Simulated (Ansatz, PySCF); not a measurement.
The pair A = HF (SMILES F) (first 2 atoms), B = N2 (SMILES N#N); geometry from B3LYP-D3(BJ)/def2-TZVP.
(charge 0, multiplicity 1):
```xyz
4

F     -0.391    -0.207    -0.651
H     -0.283    -0.172     0.271
N      0.079    -0.057     3.369
N     -0.047    -0.097     2.287
```

Correlated levels freeze the cores. Rows in 6-31G* carry no dispersion term and start afresh at each structure (6-31G* with six Cartesian d functions).

Codes used: Ansatz (Gaussian orbitals); PySCF for 6-31G* rows. Each number belongs to the level named beside it.

Total energies (hartree), monomers frozen at their geometry in the pair:

```
structure                 HF/6-31G*  HF/aug-cc-pVTZ  MP2/aug-cc-pVDZ
---------------------  ------------  --------------  ---------------
AB                     -208.9479256    -209.0481390     -209.5364200
A in the pair's basis  -100.0031277    -100.0605164     -100.2563119
B in the pair's basis  -108.9437204    -108.9861926     -109.2769587
A                      -100.0025592    -100.0604517     -100.2557914
B                      -108.9434985    -108.9860666     -109.2762810
```

Question: Work out the interaction energy without and with the counterpoise correction, and the superposition error, for each level.

Answer: 
E(AB) − E(A) − E(B), times 627.509 kcal/mol, with the monomers in their own basis and then in the pair's basis:
- HF/6-31G*: -1.17 uncorrected, -0.68 corrected; the monomers gain 0.50 kcal/mol from borrowed functions
- HF/aug-cc-pVTZ: -1.02 uncorrected, -0.90 corrected; the monomers gain 0.12 kcal/mol from borrowed functions
- MP2/aug-cc-pVDZ: -2.73 uncorrected, -1.98 corrected; the monomers gain 0.75 kcal/mol from borrowed functions

Ansatz is a first-principles code.
